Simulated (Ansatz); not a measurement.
The cluster Y4⁻, relaxed as a doublet with UKS r2SCAN-D4/def2-SVPD in Ansatz, starting from the GFN1-xTB geometry. Force threshold 0.02 eV/Å.

In the def2 sets Y takes a core potential; there is no spin–orbit coupling. The charge -1 doublet is spin-contaminated (final ⟨S²⟩ up to 3.40, 0.75 for a pure state). The highest occupied level of the charge -1 doublet lies above zero (up to 0.21 eV). It is a level of α spin, whose loss leaves a singlet; that state wasn't run at this geometry and level. The electron is either unbound and held by the finite basis, or the level is raised by self-interaction error. The relaxation made no stability test and no search for a lower SCF solution. At r2SCAN-D4/def2-SVPD a quartet of charge -1 lies 0.07 eV below the doublet, each at its own geometry. The structure comes from a short search, and lower isomers may exist.

Start:

```
atom    x (Å)    y (Å)    z (Å)
  Y1  -1.4386  -1.3555   0.5853
  Y2   1.4387   1.3517  -0.5893
  Y3  -1.4938   1.0437  -1.2549
  Y4   1.4937  -1.0398   1.2589
```

(1) Estimate the energy that the relaxation releases and the steps that it takes.

(2) Does the start keep its bonding?

(3) Predict the relaxed structure.

## Answers

(1) 58.3 kJ/mol, in 9 steps; 2.6 min on 4 threads of Arm Neoverse V1 on a shared host. No frequencies were taken in this run, so the end may be a saddle point.

(2) Bonds lost: Y3–Y4 (atoms count from 1).

(3) 
```xyz
4

Y    -1.094   -1.070    0.453
Y     1.130    1.021   -0.462
Y    -1.931    1.350   -1.595
Y     1.895   -1.301    1.604
```
Bond lengths (bridged metal pairs left out): 5 × Y–Y 3.19 to 3.28 Å.
